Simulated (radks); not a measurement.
Fractional charge and spin in the 5s shell of antimony: the spin-up occupation runs from 0 to 1 and the spin-down occupation from 0 to 1; the fullest corner is Sb+, [Kr] 4d10 5p(up 1, down 1) 5s(up 1, down 1). All-electron calculation, scalar-relativistic Kohn-Sham, PBE, spin-polarised, spherical densities, finite nucleus; Fermi nuclear charge, rms radius of each element as measured or else 0.836 A^(1/3) + 0.57 fm. Program: a radial shooting solver on a logarithmic mesh with Libxc functionals. Energy (eV) above the fullest corner. The planes named below are the two flat planes that join the four corners, with an edge along up + down = one added electron.

\begin{tabular}{lrrrrr}
down \ up & 0 & 0.25 & 0.5 & 0.75 & 1 \\ \hline
0 & 60.694 & 50.880 & 41.685 & 33.105 & 25.131 \\
0.25 & 50.880 & 41.749 & 33.229 & 25.312 & 17.991 \\
0.5 & 41.685 & 33.229 & 25.372 & 18.108 & 11.428 \\
0.75 & 33.105 & 25.312 & 18.108 & 11.485 & 5.435 \\
1 & 25.131 & 17.991 & 11.428 & 5.435 & 0.000 \\
\end{tabular}

Corners above the fullest one (they belong to Sb2+ and the next ion): (up 1, down 0) 25.131 eV, (up 0, down 1) 25.131 eV, (up 0, down 0) 60.694 eV. With half an added electron in each spin the energy lies 0.241 eV from the planes, and with half an added electron in spin up alone -1.227 eV. The planes are only a guide here: the flat-plane condition holds for ground states with one frontier orbital, while this shell lies below other occupied shells, so the corners above the fullest one are inner-hole states and not the ground states of those ions.
